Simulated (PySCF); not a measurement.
Te(H)(GeH3) (GeH4Te), SMILES [GeH3][TeH]. Atoms are numbered in the order given.

```xyz
6

Te     0.0313    -1.0431     0.0000
H     -1.6301    -1.1133     0.0000
Ge    -0.0018     1.5390     0.0000
H     -0.7061     2.0716     1.2577
H      1.4740     1.9651     0.0000
H     -0.7061     2.0716    -1.2577
```

Geometry optimised at B3LYP-D3(BJ)/def2-TZVP. The def2 effective core potentials stand for the cores of Te; spin–orbit coupling is left out.

Level of theory: r2SCAN/def2-TZVPD (PySCF).

Mulliken values depend strongly on the basis, most of all with diffuse functions as here. ESP charges are fitted to the potential on shells at 1.4 to 2.0 van der Waals radii. Atomic charges (e):

```csv
atom,Mulliken,ESP fit
Te1,-0.15,(withheld)
H2,0.07,(withheld)
Ge3,-0.04,(withheld)
H4,0.04,(withheld)
H5,0.04,(withheld)
H6,0.04,(withheld)
```

Problem. Fill in the missing entries. (The exact figures need the calculation; the answer reports its results.)

Solution. 
- Te1, ESP fit: -0.13
- H2, ESP fit: 0.08
- Ge3, ESP fit: -0.05
- H4, ESP fit: 0.02
- H5, ESP fit: 0.07
- H6, ESP fit: 0.02
